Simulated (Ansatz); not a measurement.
# A barrier at the coupled-cluster level

Start structure (Si₂H₇BrO, closed shell), relaxed at PBE0-D4/def2-TZVP:

Si1  (0.160, -0.612, 1.463)
H2  (1.586, -0.200, 1.613)
O3  (-0.593, 0.424, 0.458)
Si4  (-1.303, 0.679, -0.996)
H5  (-0.486, -0.565, 2.797)
H6  (0.121, -1.996, 0.925)
H7  (2.556, 0.053, -0.281)
Br8  (2.535, -0.067, -1.700)
H9  (-2.730, 1.025, -0.770)
H10  (-1.221, -0.547, -1.829)
H11  (-0.625, 1.805, -1.681)
(Å)

The step: Si₂H₆O ([SiH3][O][SiH3]) + HBr → Si₂H₅BrO ([SiH3][O][SiH2][Br]) + H₂; bonds formed: Si1–Br8, H2–H7; bonds broken: Si1–H2, H7–Br8. Ansatz 0.2.0; basis: def2-TZVPP and def2-QZVPP; cores frozen in the correlated methods. Filled d shells of the heavier atoms are correlated. The def2 sets are not built for correlating such inner shells, so the correlated values are less sure here. Extrapolation: Hartree–Fock as exp(−7.88 √X), correlation as X^−2.97. Energies below are by CCSD(T) at an estimated basis limit (MP2 extrapolated from triple and quadruple zeta, plus CCSD(T) − MP2 in triple zeta).

Task: What are the electronic barrier and the energy of the step, from the start structure to the end structure? (An estimate is asked for; the value comes from the calculation.)

Result: The calculation gives: Barrier 31.88 kcal/mol; step energy -19.78 kcal/mol (downhill); reverse barrier, their difference, 51.66 kcal/mol. Barrier and step energy count from the start structure, the reverse barrier from the end structure.

The saddle point: One imaginary mode of 676i cm⁻¹.
```
   pair  start (Å)  saddle (Å)  end (Å)
Si1–Br8       3.99        2.75     2.22
  H2–H7       2.14        0.88     0.75
 Si1–H2       1.49        1.73     3.67
 H7–Br8       1.42        1.91     3.42
```

Zero-point energy (harmonic, PBE0-D4): ZPE is 38.88 kcal/mol at the start and 39.56 kcal/mol at the saddle, so the barrier goes from 31.88 to 32.56 kcal/mol.

T1 diagnostic: at most 0.011.

Labels in which every atom is bracketed show which atoms are joined, not bond orders.

For scale, one of the runs: CCSD(T)/def2-TZVPP, 261 basis functions, launched by `ansatz run in.yaml --threads 8 --pin off --events-out ev --progress --plain --max-ram 19148MiB`. Hardware: 8 CPU threads of an AMD EPYC 7B13, shared host. Wall time 92 s; peak host memory 6 GiB.
